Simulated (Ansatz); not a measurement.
`[SiH3][SiH2]SS` + `O[Si]O` → `O[Si]O[SiH3]` + `[SiH3]SS`  (cleavage of the Si–Si bond)

Gas-phase electronic energies from Ansatz, PBE0-D4/def2-TZVP geometries. CCSD(T)/CBS adds triple-zeta CCSD(T) − MP2 to the extrapolated MP2 energy (def2 sets, frozen cores). This one scheme is used for every species. Functionals use def2-TZVPP. Each species was taken in one conformer, which may not be the lowest.

| level | ΔE (kcal/mol) |
| --- | --- |
| PBE-D4 | -16.3 |
| BLYP-D4 | -21.4 |
| PBE0-D4 | -18.2 |
| BLYP | -21.8 |
| r2SCANh | -21.1 |
| CAM-B3LYP | -24.5 |
| RPA@PBE/def2-TZVPP | -23.4 |
| CCSD/CBS(def2) | -23.3 |

(1) What does CCSD(T)/CBS give? (Best estimate.)

Largest T1 diagnostic among the species: 0.015.

Answers

(1) Ansatz gave: -22.3 kcal/mol. The listed levels differ from it by 6.0, 0.9, 4.1, 0.5, 1.2, -2.2, -1.1, -1.0 kcal/mol.

From r2SCAN to r2SCAN0 (25 % exact exchange), in def2-TZVPP and without D4, ΔE moves by −0.9 kcal/mol. In def2-TZVPP, CCSD(T) changes the Hartree–Fock value by +6.6 kcal/mol (the triples alone add +0.9 kcal/mol) and MP2 by +5.0 kcal/mol. Leaving LDA and LC-ωPBE aside and taking each functional with its dispersion term where it has one, the values, not all of them listed here, spread over 8.9 kcal/mol, from BHLYP-D4 to PBE-D4.

CCSD(T)/CBS has its own doubt, a few kJ/mol and more with outer-core shells, so smaller differences from it don't rank the levels.
